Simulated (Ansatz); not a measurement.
AsGaH5N, SMILES `N[AsH][GaH2]`. Charge 0, multiplicity 1. The geometry is a stationary point of PBE0-D4/def2-TZVP. It is one conformer, not always the lowest.

```xyz
8

N    -0.007   -1.628    0.606
As   -1.083   -0.476   -0.399
Ga    0.175    1.585   -0.305
H     0.813   -1.189    1.001
H    -0.554   -2.011    1.365
H    -0.477   -0.784   -1.770
H     1.218    1.782    0.861
H    -0.085    2.721   -1.358
```

(1) What is the dipole moment at r2SCAN/def2-TZVPP? (An estimate is asked.)

(2) And with PBE, B3LYP, ωB97M-V? (Best estimate.)

(3) Give the Mulliken charges with r2SCAN, B3LYP, PBE in def2-TZVPP. (Estimate.)

Results:

(1) Computed: 1.12 D, with components (0.26, 0.40, 1.01) D in this frame, pointing from negative to positive charge.

(2) The calculation gave: PBE 1.07 D, B3LYP 1.11 D, ωB97M-V 1.18 D.

(3) Ansatz gave: 
```
atom  r2SCAN  B3LYP    PBE
  N1   -0.42  -0.41  -0.39
 As2    0.04   0.09   0.04
 Ga3    0.23   0.19   0.15
  H4    0.15   0.13   0.15
  H5    0.15   0.14   0.15
  H6   -0.01  -0.02  -0.01
  H7   -0.08  -0.07  -0.05
  H8   -0.07  -0.05  -0.04
```

B3LYP here is the variant with VWN-RPA as its local correlation; programs differ in this.
